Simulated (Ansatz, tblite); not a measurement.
Cost and result up the ladder for SiHMe2F (C₂H₇FSi) (11 atoms). Charge 0, multiplicity 1. Geometry: PBE-D4/def2-SVP.

Cartesian coordinates in Å:
```
Si 0.3419 -0.5499 0.2969
H 0.0427 -2.0261 0.2769
C -1.0430 0.3978 1.1352
H -1.1834 0.0597 2.1820
H -2.0023 0.2487 0.5970
H -0.8239 1.4854 1.1510
C 0.6866 0.0839 -1.4345
H 1.5327 -0.4600 -1.9013
H 0.9405 1.1638 -1.4140
H -0.2037 -0.0466 -2.0846
F 1.7120 -0.3567 1.1953
```

Ansatz on 4 threads of Arm Neoverse V1 on a shared host; xTB runs through tblite on one thread. Times are rough, summed over both states, and most runs start from the orbitals of an earlier one. PBE0-D4/def2-TZVP serves as the yardstick here, not as an exact answer. The other state is a doublet.

The xTB rows come from tblite. HOMO above LUMO, or a gap near zero within one spin, warns that the state may not be the lowest or that an electron is smeared out.

Run but left out: PBE-D4/def2-TZVP (charge +1 doublet: an occupied level 0.25 eV above an empty one).

Raw xTB energies of ions are shifted by several eV.

| level | functions | wall time | vertical IE (eV) | difference from PBE0-D4/def2-TZVP (eV) | remarks |
| --- | --- | --- | --- | --- | --- |
| GFN2-xTB | 28 | 0.007 s | 14.24 | 3.23 | – |
| GFN1-xTB | 35 | 0.011 s | 14.78 | 3.76 | – |
| PBE0-D4/def2-TZVP | 172 | 8.5 s | 11.01 | 0.00 | – |
| r2SCAN-D4/def2-TZVP (with forces) | 172 | 15 s | 10.81 | -0.20 | gap within one spin near zero (+1 doublet) |
